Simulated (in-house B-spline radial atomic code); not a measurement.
Inner levels of zirconium as electrons are removed. A shift is the extra binding of the orbital against the neutral atom ([Kr] 4d3/2(2) 5s2). The density at the nucleus is averaged over the nuclear charge. Computed with an all-electron radial atomic-structure program (B-spline basis): Dirac-Hartree-Fock, jj configuration that fills j = l - 1/2 first, finite nuclei.

A number in brackets counts the electrons of a j subshell.

| ion | configuration | shift of 3d5/2 (eV) | shift of 3s1/2 (eV) | shift of 4s1/2 (eV) | radius of 3d5/2 (bohr) | radius of 3s1/2 (bohr) | radius of 4s1/2 (bohr) | Σ<r²> (bohr²) | change of density at nucleus (bohr⁻³) |
| --- | --- | --- | --- | --- | --- | --- | --- | --- | --- |
| Zr | [Kr] 4d3/2(2) 5s2 | 0 | 0 | 0 | 0.4527 | 0.45526 | 1.2198 | 68.938 | - |
| Zr+ | [Kr] 4d3/2(2) 5s1 | ? | ? | ? | ? | ? | ? | ? | ? |
| Zr2+ | [Kr] 4d3/2(2) | 14.34 | 14.282 | 14.101 | 0.45265 | 0.45531 | 1.2223 | 30.286 | -14.229 |
| Zr3+ | [Kr] 4d3/2(1) | 27.635 | 27.57 | 26.722 | 0.45249 | 0.45524 | 1.2113 | 24.242 | -10.477 |
| Zr4+ | [Ar] 3d10 4s2 4p6 | ? | ? | ? | ? | ? | ? | ? | ? |
| Zr5+ | [Ar] 3d10 4s2 4p1/2(2) 4p3/2(3) | 62.434 | 62.36 | 56.574 | 0.45132 | 0.45487 | 1.1774 | 17.072 | 5.9186 |

(1) Fill in the row of Zr+.

(2) Fill in the row of Zr4+.

Answers

(1) shift of 3d5/2 (eV): 6.5216; shift of 3s1/2 (eV): 6.501; shift of 4s1/2 (eV): 6.4555; radius of 3d5/2 (bohr): 0.45269; radius of 3s1/2 (bohr): 0.45529; radius of 4s1/2 (bohr): 1.2216; Σ<r²> (bohr²): 45.891; change of density at nucleus (bohr⁻³): -5.1965.

(2) shift of 3d5/2 (eV): 42.792; shift of 3s1/2 (eV): 42.709; shift of 4s1/2 (eV): 40.754; radius of 3d5/2 (bohr): 0.45219; radius of 3s1/2 (bohr): 0.45512; radius of 4s1/2 (bohr): 1.1979; Σ<r²> (bohr²): 19.739; change of density at nucleus (bohr⁻³): -5.2275.
